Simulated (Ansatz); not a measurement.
AlH4 (SMILES [AlH4-]) at its CCSD(T)/cc-pV(T+d)Z minimum, average atomic masses, point group Td.
(charge -1, multiplicity 1):
```xyz
5

Al     0.000     0.000     0.000
H      0.629     1.229    -0.892
H     -1.128     0.597     1.036
H      1.201    -0.727     0.856
H     -0.702    -1.099    -1.000
```

Correlated levels freeze the cores.

Run with Ansatz (a program for electronic structure) with Gaussian orbitals. 

Harmonic frequencies (cm⁻¹): 766 766 788 788 788 1655 1655 1655 1737.

Question: Work out the rotational constants, the zero-point energy, and the ideal-gas entropy and heat capacity at 298.15 K and 1 bar (rigid rotor, harmonic oscillator).

Answer: 
Principal moments 7.261, 7.261, 7.261 u Å² give 16.8576/I = 2.322, 2.322, 2.322 cm⁻¹. Zero point: Σω/2 = 5299 cm⁻¹ = 15.15 kcal/mol. Translation R(1.5 ln M + 2.5 ln T − 1.1517) with M = 31.014 u: 151.69 J/(mol K). Rotation with σ = 12: q = 124.6, S = R(ln q + 3/2) = 52.59. Vibration, summed over R(u/(eᵘ − 1) − ln(1 − e⁻ᵘ)) with u = 1.43878ω/T: 4.81, of which the lowest mode gives 0.99. S° = 209.1 J/(mol K); C_p = 4R + 15.03 = 48.29 J/(mol K).
